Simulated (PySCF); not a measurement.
## Computed data sheet: `C=CC(F)(CF)CF`

Species: C₅H₇F₃.
Numbering: `[CH2:1]=[CH:2][C:3]([F:4])([CH2:5][F:6])[CH2:7][F:8]` (hydrogens: H9, H10 on C1; H11 on C2; H12, H13 on C5; H14, H15 on C7)

Geometry (PBE0-D3(BJ)/def2-SVP, Å), atoms numbered from 1 in this order:
```xyz
15
C5H7F3 angstrom
C      2.2173   -0.4397   -0.1847
C      0.9571   -0.3193   -0.5963
C     -0.1784    0.0430    0.3141
F      0.2418    0.0404    1.6287
C     -1.3074   -0.9817    0.2410
F     -1.7847   -1.0336   -1.0427
C     -0.6797    1.4374   -0.0192
F     -1.8099    1.7288    0.6947
H      2.4818   -0.2777    0.8634
H      3.0158   -0.7110   -0.8790
H      0.6784   -0.4919   -1.6408
H     -2.1164   -0.6768    0.9219
H     -0.9215   -1.9712    0.5328
H     -0.9073    1.5032   -1.0951
H      0.1093    2.1637    0.2351
```

Among its groups: C=C double bond and C–F bond.

**PBE0-D3(BJ)/def2-SVP geometry optimisation, gas phase (PySCF)**

- Point group: C1
- Rotational constants A, B, C: 2.430, 1.724, 1.325 GHz

B3LYP/def2-SVPD ground state and vertical TDDFT (core frozen in the response) (PySCF):

* Dipole moment: 1.93 D
* HOMO energy: -7.92 eV
* LUMO energy: -0.72 eV
* HOMO–LUMO gap: 7.20 eV
* Lowest singlet excitation: 7.12 eV (174 nm, f = 0.318)
* Strongest line among the 6 lowest singlet transitions: S1 at 7.12 eV (174 nm, f = 0.318)
* Static isotropic polarisability: 64.4 au
* Electronic spatial extent ⟨r²⟩ about the centre of nuclear charge: 950 bohr²

Monoisotopic mass from the formula: 124.0500 u.

The 6 singlets span 7.12 to 8.22 eV, and their oscillator strengths add up to 0.48. No computed singlet falls in the visible range (750 to 380 nm, 1.65 to 3.26 eV); S1 lies 3.86 eV above its blue end. The largest Löwdin shares of the LUMO are 0.35 on C1, 0.31 on C2, 0.06 on H10 and 0.05 on H9. A dipole of 1.93 D is allowed in C1, and pure rotational transitions are dipole-allowed. S1 lies 0.08 eV below the HOMO–LUMO gap; its leading configuration is HOMO→LUMO, weight 0.84. The polarisability is 9.54 Å³ as a volume (1 au = 0.148185 Å³), or 1.01 au for each of the 64 electrons. The principal polarisabilities are 57.3, 58.4 and 77.4 au; their mean is the isotropic value. With B = h/(8π²I), that is 505.379 GHz u Å² over I, the principal moments of inertia are 207.9, 293.1 and 381.5 u Å² (most abundant isotopes); the inertial defect Ic − Ia − Ib is -119.5 u Å² (zero for a rigid planar frame, negative otherwise).

One conformer stands for the species.
